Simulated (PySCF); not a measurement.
Calculation: B3LYP-D3(BJ)/def2-TZVP // TPSS-D3(BJ)/def2-SVP in PySCF 2.14.0. Gas-phase values, no solvent. One relaxed conformer stands for a flexible species; it need not be the lowest. B3LYP has the VWN-RPA correlation part, as in Gaussian. 

Reference species: [Zn(Cl)(OH)] (neutral, multiplicity 1).

| Item | Result |
|---|---|
| mean distance from the central atom to its bonded neighbours | 1.942 Å |
| HOMO–LUMO gap | 6.54 eV |

Changed species: [Zn(Cl)2] (0 of 2 Cl replaced by OH; the reference has 1 of 2 Cl replaced by OH).

### Question
What does the change do to the mean distance from the central atom to its bonded neighbours and HOMO–LUMO gap?

### Answer
the mean distance from the central atom to its bonded neighbours rises by 0.162 Å, to 2.104 Å; the HOMO–LUMO gap increases by 0.20 eV, to 6.74 eV.
